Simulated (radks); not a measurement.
Results of a calculation; reference values are marked as such.
Problem. The table gives one normalised radial function P(r) = r R(r) of Gd2+ in [Xe] 4f5 5d1 6p2 (r in bohr). Level of theory: scalar-relativistic Kohn-Sham, BLYP, spin-polarised, spherical densities, finite nucleus; open shells are filled with parallel spins first (spin-orbit coupling, left out, can overturn this in heavy ions); Fermi nuclear charge, rms radius 5.1569 fm (a radial shooting solver on a logarithmic mesh with Libxc functionals).

r	P
0.001671	0.0010
0.002265	0.0017
0.00307	0.0029
0.004161	0.0048
0.005639	0.0080
0.007642	0.0131
0.01027	0.0209
0.01392	0.0327
0.01887	0.0490
0.02558	0.0689
0.03466	0.0882
0.04698	0.0969
0.06367	0.0798
0.08629	0.0238
0.1169	-0.0632
0.1585	-0.1330
0.2148	-0.1104
0.2911	0.0305
0.3945	0.1831
0.5347	0.1645
0.7246	-0.0670
0.9821	-0.3019
1.32	-0.2781
1.789	0.0537
2.425	0.4605
3.287	0.6359
4.455	0.4691
6.037	0.1916
8.182	0.0400
11.09	0.0036

Which n and l does it have? It may be an empty orbital.

Solution. n = 6, l = 1: the number of nodes gives n - l - 1 = 4, the rise at small r (about r^(l+1), flatter next to the nucleus through relativity) gives l, and the extent must fit the shell. The curve is that of 6p up; the table hardly tells the two spins apart. 6p up: eigenvalue -14.945 eV, 4 radial nodes at r = 0.0944, 0.276, 0.674, 1.72 bohr, <r> = 3.55 bohr, 90 % of the charge inside 5.03 bohr.
